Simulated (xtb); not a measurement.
methanethiol (CH4S), singlet, at a GFN2-xTB geometry, atoms displaced at random by about 0.02 Å a coordinate; GFN1-xTB (xtb).

Here is a job for xtb.
```
$ xtb mol.xyz --gfn 1 --opt extreme --json

# file mol.xyz
6

C     -0.06758990     1.15257811    -0.02523598
S     -0.03558123    -0.66641251    -0.02942979
H      1.28494740    -0.82569619     0.03876433
H     -1.10632768     1.41435814    -0.05713891
H      0.43097395     1.52688898     0.89323730
H      0.43470045     1.53383124    -0.86471395
```

### Question
Write the output that xtb gives for this input, abridged.

### Answer

```
   ID    Z sym.   atoms
    1    6 C      1
    2   16 S      2
    3    1 H      3-6

           -------------------------------------------------
          |                Calculation Setup                |
           -------------------------------------------------

           -------------------------------------------------
          |                 G F N 1 - x T B                 |
           -------------------------------------------------

          ...................................................
          :                      SETUP                      :
          :.................................................:
          :  # basis functions                  22          :
          :  # atomic orbitals                  21          :
          :  # shells                           13          :
          :  # electrons                        14          :
          :  # halogen bonds                     0          :
          :  max. iterations                   250          :
          :  Hamiltonian                  GFN1-xTB          :
          :  restarted?                      false          :
          :  GBSA solvation                  false          :
          :  PC potential                    false          :
          :  electronic temp.          300.0000000     K    :
          :  accuracy                    1.0000000          :
          :  -> integral cutoff          0.2500000E+02      :
          :  -> integral neglect         0.1000000E-07      :
          :  -> SCF convergence          0.1000000E-05 Eh   :
          :  -> wf. convergence          0.2000000E-04 e    :
          :  Broyden damping             0.4000000          :
          :  net charge                          0          :
          :  unpaired electrons                  0          :
          ...................................................

 iter      E             dE          RMSdq      gap      omega  full diag
   1     -8.0244808 -0.802448E+01  0.586E+00    5.65       0.0  T
   2     -8.0281323 -0.365149E-02  0.356E+00    5.72       1.0  T
   3     -8.0283701 -0.237809E-03  0.448E-01    5.75       1.0  T
   4     -8.0286463 -0.276163E-03  0.131E-01    5.79       1.0  T
   5     -8.0286980 -0.516665E-04  0.183E-02    5.77       2.2  T
   6     -8.0286994 -0.144098E-05  0.137E-02    5.76       3.0  T
   7     -8.0286998 -0.433077E-06  0.339E-04    5.76     120.3  T
   8     -8.0286998 -0.319877E-09  0.107E-04    5.76     380.1  T
   9     -8.0286998 -0.218368E-10  0.115E-05    5.76    3558.3  T

   *** convergence criteria satisfied after 9 iterations ***

         :::::::::::::::::::::::::::::::::::::::::::::::::::::
         ::                     SUMMARY                     ::
         :::::::::::::::::::::::::::::::::::::::::::::::::::::
         :: total energy              -7.956837672588 Eh    ::
         :: gradient norm              0.047471772778 Eh/a0 ::
         :: HOMO-LUMO gap              5.760978353080 eV    ::
         ::.................................................::
         :: SCC energy                -8.028699833776 Eh    ::
         :: -> electrostatic           0.004784882689 Eh    ::
         :: repulsion energy           0.073024422036 Eh    ::
         :: dispersion energy         -0.001162260847 Eh    ::
         :: halogen bond corr.         0.000000000000 Eh    ::
         :: add. restraining           0.000000000000 Eh    ::
         :: total charge               0.000000000000 e     ::
         :::::::::::::::::::::::::::::::::::::::::::::::::::::

      -----------------------------------------------------------
     |                   =====================                   |
     |                        A N C O P T                        |
     |                   =====================                   |
     |               Approximate Normal Coordinate               |
     |                Rational Function Optimizer                |
[...]
 * total energy  :    -7.9568377 Eh     change       -0.1598721E-13 Eh
 * total energy  :    -7.9584856 Eh     change       -0.1647944E-02 Eh
 * total energy  :    -7.9585915 Eh     change       -0.1058367E-03 Eh
 * total energy  :    -7.9586085 Eh     change       -0.1706538E-04 Eh
 * total energy  :    -7.9586100 Eh     change       -0.1473416E-05 Eh
 * total energy  :    -7.9586102 Eh     change       -0.1919201E-06 Eh
 * total energy  :    -7.9586102 Eh     change       -0.5698205E-07 Eh
 * total energy  :    -7.9586103 Eh     change       -0.2060555E-07 Eh
   *** GEOMETRY OPTIMIZATION CONVERGED AFTER 8 ITERATIONS ***
         :: total energy              -7.958610261221 Eh    ::
[...]
         :: repulsion energy           0.067981123822 Eh    ::
         :: dispersion energy         -0.001162266841 Eh    ::
         :: halogen bond corr.         0.000000000000 Eh    ::
         :: add. restraining           0.000000000000 Eh    ::
         :: total charge               0.000000000000 e     ::
         :::::::::::::::::::::::::::::::::::::::::::::::::::::

           -------------------------------------------------
          |                Property Printout                |
           -------------------------------------------------

    * Orbital Energies and Occupations

         #    Occupation            Energy/Eh            Energy/eV
      -------------------------------------------------------------
         1        2.0000           -0.8493486             -23.1120
         2        2.0000           -0.6299567             -17.1420
         3        2.0000           -0.5438651             -14.7993
         4        2.0000           -0.5295945             -14.4110
         5        2.0000           -0.4990590             -13.5801
         6        2.0000           -0.4791636             -13.0387
         7        2.0000           -0.3930934             -10.6966 (HOMO)
         8                         -0.1806446              -4.9156 (LUMO)
         9                         -0.1274327              -3.4676
        10                         -0.1056645              -2.8753
        11                         -0.0760263              -2.0688
        12                         -0.0672183              -1.8291
        13                         -0.0478535              -1.3022
        14                         -0.0180336              -0.4907
        15                         -0.0108967              -0.2965
        16                         -0.0107186              -0.2917
        17                          0.1577212               4.2918
        18                          0.2794174               7.6033
       ...                                ...                  ...
        21                          0.5131728              13.9641
      -------------------------------------------------------------
                  HL-Gap            0.2124488 Eh            5.7810 eV
             Fermi-level           -0.2868690 Eh           -7.8061 eV

  Mulliken/CM5 charges         n(s)   n(p)   n(d)
     1C    -0.01803 -0.15257   1.006  3.012  0.000
     2S    -0.18744 -0.27976   1.916  4.278 -0.006
     3H     0.12200  0.19113   0.878  0.000  0.000
     4H     0.03534  0.08858   0.965  0.000  0.000
     5H     0.02407  0.07631   0.976  0.000  0.000
     6H     0.02406  0.07631   0.976  0.000  0.000

Wiberg/Mayer (AO) data.
largest (>0.10) Wiberg bond orders for each atom

 ---------------------------------------------------------------------------
     #   Z sym  total        # sym  WBO       # sym  WBO       # sym  WBO
 ---------------------------------------------------------------------------
     1   6 C    3.988 --     2 S    1.004     5 H    0.994     6 H    0.994
                             4 H    0.992
     2  16 S    2.013 --     1 C    1.004     3 H    0.979
     3   1 H    0.993 --     2 S    0.979
     4   1 H    1.009 --     1 C    0.992
     5   1 H    1.013 --     1 C    0.994
     6   1 H    1.013 --     1 C    0.994
 ---------------------------------------------------------------------------

Topologies differ in total number of bonds
Writing topology from bond orders to xtbtopo.mol

 dipole moment from electron density (au)
     X       Y       Z
   0.4130   0.3952   0.0146  total (Debye):    1.453

optimized geometry written to: xtbopt.xyz

           -------------------------------------------------
          | TOTAL ENERGY               -7.958610261221 Eh   |
          | GRADIENT NORM               0.000019966616 Eh/α |
          | HOMO-LUMO GAP               5.781025997543 eV   |
           -------------------------------------------------

normal termination of xtb
```
